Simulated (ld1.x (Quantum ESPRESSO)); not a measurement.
**Configuration tests for fluorine (F) (PAW)**

```
Element                 : fluorine
Generator               : ld1.x (Quantum ESPRESSO) 7.5
Type                    : PAW
Functional              : PBE
Relativity              : non-relativistic
Frozen core             : [He]
Valence charge          : 7
Reference configuration : 2s1.5 2p5.5
Partial waves           : 2s (bound): rcut 0.70, rcutus 0.75 bohr; 2s channel at -1.65 Ry: rcut 0.70, rcutus 0.75 bohr; 2p (bound): rcut 1.80, rcutus 1.90 bohr; 2p channel at 2.2 Ry: rcut 1.80, rcutus 1.90 bohr
Local potential         : all-electron potential smoothed inside 1.40 bohr (lloc = -1)
Core correction         : Bessel-smoothed model core inside 0.75 bohr
Augmentation charge     : GAUSS, radius 0.70 bohr
```

Energies are relative to the spin-unpolarised reference configuration 2s1.5 2p5.5; without spin polarisation the order of configurations can differ from experiment.

```tsv
valence configuration	charge	ΔE all-electron (eV)	error AE − PS (meV)
2s2 2p5	0	-9.356	+4.9
2s2 2p4	+1	10.046	-1.1
2s1 2p6	0	9.368	+3.3
2s2 2p2	+3	109.083	-281
2s1 2p5	+1	29.052	-4.6
```

What are ΔE and the potential's error for 2s2 2p3?

ΔE = 48.441 eV all-electron; the error (AE − PS) is -89 meV.

What are ΔE and the potential's error for 2s2 2p1?

ΔE = 194.882 eV all-electron; the error (AE − PS) is -411 meV.

Levels in the configuration 2s1 2p6:

| level | all-electron (eV) | pseudo (eV) |
| --- | --- | --- |
| 2s | -30.293 | -30.287 |
| 2p | -11.545 | -11.550 |
